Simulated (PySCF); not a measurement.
## Radial density of Cu+ (copper, charge +1)

M06-L, [Ar] 3d10, closed-shell 1S. All numbers are calculated (PySCF 2.14, scalar relativity by spin-free X2C-1e, in x2c-SVPall (5s3p3d1f, 36 functions)).

```tsv
r (bohr)	4πr²ρ (e/bohr)
0.000792	0.1787
0.00133	0.4861
0.00224	1.252
0.00377	2.989
0.00634	6.852
0.0107	14.29
0.0179	25.42
0.0302	34.56
0.0508	32.47
0.0854	28.18
0.144	39.02
0.242	30.29
0.406	17.79
0.683	21.99
1.15	8.465
1.93	1.369
3.25	0.1407
5.47	0.002374
```

Densities and radii are taken from the X2C orbitals without a picture-change correction, which distorts them close to the nucleus.
